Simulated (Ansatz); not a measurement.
Input file for Ansatz (a first-principles code): U-CCSD(T)/cc-pV(D+d)Z on AlH4N (SMILES [NH2][AlH2]), a point of a bond scan (R = 1.361 Å). Files ending in .json are basis or fitting sets from the Basis Set Exchange.

Ansatz 0.2 input:
```yaml
crystal:
  periodic: [false, false, false]
  atoms:
    - {symbol: Al, position_ang: [0.01202691, -0.28251526, -0.58588261]}
    - {symbol: H, position_ang: [-1.25287826, -0.11264194, -1.51237750]}
    - {symbol: H, position_ang: [1.30419113, -1.09271048, -0.98729284]}
    - {symbol: N, position_ang: [-0.02070206, 0.48629669, 1.00848631]}
    - {symbol: H, position_ang: [-1.05861916, 1.21701744, 1.50015549]}
    - {symbol: H, position_ang: [0.72678123, 0.44640271, 1.68405446]}
basis:
  gaussian:
    orbitals: cc-pV_D+d_Z.json
correlation: {method: ccsd_t, electrons: outside_noble_gas}
scf: {omitted_lower_state_checks: [cluster_reference]}
magnetization: {spin_polarized: true, initial_magnetization: 0}
```

It printed:

```
WARN ansatz: RAYON_NUM_THREADS=2 ignored (pool sized by the plan → 2); use --threads N
Functional definition: HF
these checks for a lower state are left out or cut short: cluster_reference
integrals: 0.04 GiB planned
558 factors; integrals over basis functions are off by at most 1.2e-3 eV
mean field: 0.12 GiB planned
mean field evaluation 1: about -8124.4593 eV, gradient 2.2e1 eV
mean field evaluation 2: about -8124.4812 eV, gradient 2.2e1 eV
mean field evaluation 4: about -8126.9813 eV, gradient 1.5e0 eV
mean field evaluation 8: about -8127.0091 eV, gradient 6.5e-4 eV
mean field -8127.00912904 eV, -298.6620768076 hartree, gradient 3.7e-6 eV, S^2 0.000000; 0 other end points of the search recorded, 0 dependent functions left out
6 core orbitals not correlated
reference -8127.00912904 eV, -298.6620768076 hartree; 6, 6 occupied and 45, 45 virtual orbitals, 558 factors
second order -6.95870988 eV of doubles, -0.00000000 eV of singles
coupled cluster: 0.14 GiB planned
cycle   1  -7.40465675 eV  change   -4.5e-1 eV  update   7.7e-2
cycle   2  -7.68366904 eV  change   -2.8e-1 eV  update   2.6e-2
cycle   3  -7.75794639 eV  change   -7.4e-2 eV  update   1.5e-2
cycle   4  -7.75707652 eV  change    8.7e-4 eV  update   4.8e-3
cycle   5  -7.75660732 eV  change    4.7e-4 eV  update   2.2e-3
cycle   6  -7.75623769 eV  change    3.7e-4 eV  update   6.6e-4
cycle   7  -7.75610600 eV  change    1.3e-4 eV  update   1.7e-4
cycle   8  -7.75612173 eV  change   -1.6e-5 eV  update   5.3e-5
cycle   9  -7.75611359 eV  change    8.1e-6 eV  update   1.3e-5
perturbative correction -0.19688464 eV, -0.0072353772 hartree
Total energy: -8134.96212727 eV, -298.9543441019 hartree
Checks for a lower state left out: cluster_reference
```

Self-consistency was reached.

Cost: about 4 core-seconds (a rough figure).
